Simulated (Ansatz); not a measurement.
Cost and result for the atomization energy of CH₃OZn (`C[O][Zn]`) radical (6 atoms, 5 bonds).

```xyz
6

C    -0.4288   -0.2542   -0.0404
O     0.7685    0.2333   -0.5706
Zn    1.9981    1.2365    0.3378
H    -0.2790   -0.9357    0.8089
H    -1.1115    0.5426    0.2871
H    -0.9474   -0.8225   -0.8228
```

The species carries charge 0 and has multiplicity 2. For Zn the d shell is correlated and the shells below it are frozen. Scalar relativity is left out up to krypton. All single points use the PBE0-D4/def2-TZVP geometry. Program: Ansatz. All runs use 4 threads of an Intel Xeon 6975P-C on a shared host. Times are those of one run each, without the atoms' runs, and a repeat can differ threefold. Electronic energies, without spin–orbit coupling; frozen cores. CCSD(T)/CBS adds CCSD(T) − MP2 in def2-TZVPP to the MP2 limit, and its time is that of the two runs behind it. T1 = 0.021; ⟨S²⟩ of the reference is 0.75. With those shells the extrapolation isn't a true limit.

CCSD(T)/CBS is a level of theory with its own doubt, some kJ/mol a heavy atom from the limit and from the frozen cores, so smaller differences don't rank the functionals.

| level | functions | wall time |
| --- | --- | --- |
| BLYP-D4/def2-TZVPP | 168 | 1.1 s |
| CAM-B3LYP-D4/def2-TZVPP | 168 | 1.6 s |
| r2SCAN-D4/def2-TZVPP (with forces) | 168 | 1.8 s |
| CCSD(T)/def2-SVP | 74 | 1.9 s |
| r2SCANh-D4/def2-TZVPP | 168 | 2 s |
| PBE-QIDH/def2-TZVPP | 168 | 2.1 s |
| B2PLYP/def2-TZVPP | 168 | 2.9 s |
| B97M-V/def2-TZVPP | 168 | 3.2 s |
| ωB97X-V/def2-TZVPP | 168 | 3.4 s |
| ωB97M-V/def2-TZVPP (with forces) | 168 | 4.1 s |
| MP2/def2-QZVPP | 304 | 5.5 s |
| CCSD(T)/def2-TZVPP | 168 | 26 s |
| CCSD(T)/CBS(def2) | – | 32 s |

(1) What atomization energy does each give, and how far from CCSD(T)/CBS? (Best estimate.)

Answers

(1) Ansatz gave: 
```json
{"level": "BLYP-D4/def2-TZVPP", "atomization (kJ/mol)": "1807.9", "difference from CCSD(T)/CBS": "3.9", "per bond": "0.8"}
{"level": "CAM-B3LYP-D4/def2-TZVPP", "atomization (kJ/mol)": "1816.9", "difference from CCSD(T)/CBS": "12.9", "per bond": "2.6"}
{"level": "r2SCAN-D4/def2-TZVPP (with forces)", "atomization (kJ/mol)": "1831.7", "difference from CCSD(T)/CBS": "27.7", "per bond": "5.5"}
{"level": "CCSD(T)/def2-SVP", "atomization (kJ/mol)": "1704.4", "difference from CCSD(T)/CBS": "-99.6", "per bond": "-19.9"}
{"level": "r2SCANh-D4/def2-TZVPP", "atomization (kJ/mol)": "1814.5", "difference from CCSD(T)/CBS": "10.5", "per bond": "2.1"}
{"level": "PBE-QIDH/def2-TZVPP", "atomization (kJ/mol)": "1801.9", "difference from CCSD(T)/CBS": "-2.1", "per bond": "-0.4"}
{"level": "B2PLYP/def2-TZVPP", "atomization (kJ/mol)": "1787.4", "difference from CCSD(T)/CBS": "-16.6", "per bond": "-3.3"}
{"level": "B97M-V/def2-TZVPP", "atomization (kJ/mol)": "1796.0", "difference from CCSD(T)/CBS": "-8.0", "per bond": "-1.6"}
{"level": "ωB97X-V/def2-TZVPP", "atomization (kJ/mol)": "1812.8", "difference from CCSD(T)/CBS": "8.8", "per bond": "1.8"}
{"level": "ωB97M-V/def2-TZVPP (with forces)", "atomization (kJ/mol)": "1805.2", "difference from CCSD(T)/CBS": "1.2", "per bond": "0.2"}
{"level": "MP2/def2-QZVPP", "atomization (kJ/mol)": "1835.7", "difference from CCSD(T)/CBS": "31.7", "per bond": "6.3"}
{"level": "CCSD(T)/def2-TZVPP", "atomization (kJ/mol)": "1758.9", "difference from CCSD(T)/CBS": "-45.1", "per bond": "-9.0"}
{"level": "CCSD(T)/CBS(def2)", "atomization (kJ/mol)": "1804.0", "difference from CCSD(T)/CBS": "0.0", "per bond": "0.0"}
```

Leaving LDA and LC-ωPBE aside and taking each functional with its dispersion term where it has one, the values, not all of them listed here, spread over 121.6 kJ/mol, from BHLYP-D4 to PBE-D4. LDA lies +264.4 kJ/mol from PBE without D4, its usual overbinding. From PBE to PBE0 (25 % exact exchange), in def2-TZVPP and without D4, the atomization energy moves by −43.1 kJ/mol: exact exchange takes away binding that semilocal exchange gives to molecules. In def2-TZVPP, CCSD(T) changes the Hartree–Fock value by +482.2 kJ/mol (the triples alone add +28.7 kJ/mol) and MP2 by +530.0 kJ/mol; breaking electron pairs costs correlation energy, which Hartree–Fock lacks.
